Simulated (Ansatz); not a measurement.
A set of 12 reactions (ligand exchange), with CCSD(T)/CBS values in kJ/mol:

```json
{"reaction": "`C[O][Al]([OH])[OH]` + HCl → `C[O][Al]([OH])[Cl]` + H₂O", "ΔE": "-29.5"}
{"reaction": "`[SiH3]O[SiH](Cl)Cl` + CH₃OH → `CO[SiH](Cl)O[SiH3]` + HCl", "ΔE": "-14.2"}
{"reaction": "`OC[SiH2][AsH2]` + HCl → `OC[SiH2]Cl` + `[AsH3]`", "ΔE": "-67.2"}
{"reaction": "`CS[SiH](N)[SiH3]` + H–F → `CS[SiH](N)F` + SiH₄", "ΔE": "-155.2"}
{"reaction": "`[F][Hf]([F])([F])[Br]` + NH₃ → `[NH2][Hf]([F])([F])[F]` + HBr", "ΔE": "95.4"}
{"reaction": "`C[O][Mg][O][SiH3]` + H–F → `[F][Mg][O][SiH3]` + CH₃OH", "ΔE": "-54.9"}
{"reaction": "`N[SiH](N)[SiH3]` + `BO` → `BO[SiH](N)[SiH3]` + NH₃", "ΔE": "-45.0"}
{"reaction": "`C[O][Al]([OH])[OH]` + `CNC` → `C[N](C)[Al]([OH])[OH]` + CH₃OH", "ΔE": "48.5"}
{"reaction": "`O[SiH2]S[SiH](O)O` + `CNC` → `CN(C)[SiH](O)O` + `O[SiH2]S`", "ΔE": "5.9"}
{"reaction": "`CC(N)([SiH3])S` + `[OH][Al]([SH])[Cl]` → `[SiH3][O][Al]([SH])[Cl]` + `CC(N)S`", "ΔE": "-109.4"}
{"reaction": "`[SH][GaH2]` + `[AsH3]` → `[GaH2][AsH2]` + H₂S", "ΔE": "40.8"}
{"reaction": "`[OH][GeH2][CH2][SiH](O)F` + HI → `[OH][GeH2][I]` + `C[SiH](O)F`", "ΔE": "-69.0"}
```

Gas-phase electronic energies from Ansatz, PBE0-D4/def2-TZVP geometries. CBS: MP2 limit from def2 TZ/QZ plus the TZ coupled-cluster correction, frozen cores. This one scheme is used for every species. Functionals use def2-TZVPP. B3LYP here is the variant with VWN-RPA as its local correlation; programs differ in this. Elements past krypton have def2 core potentials. For As, Br, Ga, Ge, Hf, I, Mg outer-core shells are correlated without core-valence functions, which leaves a few kJ/mol of doubt a bond. Scalar relativity is left out up to krypton. Each species was taken in one conformer, which may not be the lowest.

Question: Give the mean, mean absolute and largest difference (level minus CCSD(T)/CBS, kJ/mol) for: PBE-D4, r2SCAN-D4, PBE0-D4, B3LYP-D4, ωB97X-V, ωB97M-V, B2PLYP, PBE, r2SCAN, CCSD/def2-TZVPP, HF/def2-QZVPP, MP2/def2-QZVPP, SCS-MP2/def2-QZVPP, MP2/CBS(def2). (Best estimate.)

Answer: The calculation gave: 
```csv
level,mean,mean absolute,largest
PBE-D4,4.1,7.6,20.3
r2SCAN-D4,0.0,3.6,-7.0
PBE0-D4,2.5,5.4,14.7
B3LYP-D4,-1.5,2.6,-6.7
ωB97X-V,-1.4,2.7,-8.9
ωB97M-V,-1.5,2.9,-10.3
B2PLYP,-2.7,5.1,-14.2
PBE,2.7,6.8,14.2
r2SCAN,-0.3,4.3,-8.9
CCSD/def2-TZVPP,-1.8,3.7,-8.1
HF/def2-QZVPP,-10.5,15.5,-43.9
MP2/def2-QZVPP,-0.2,1.5,-4.4
SCS-MP2/def2-QZVPP,-2.4,3.5,-12.1
MP2/CBS(def2),0.2,2.4,-6.2
```

The largest T1 diagnostic in the set is 0.016, for `[NH2][Hf]([F])([F])[F]` (customary mark 0.02).

CCSD(T)/CBS is a level of theory with its own doubt, and the functionals carry their triple-zeta basis error, so these figures describe this set and don't rank the functionals.
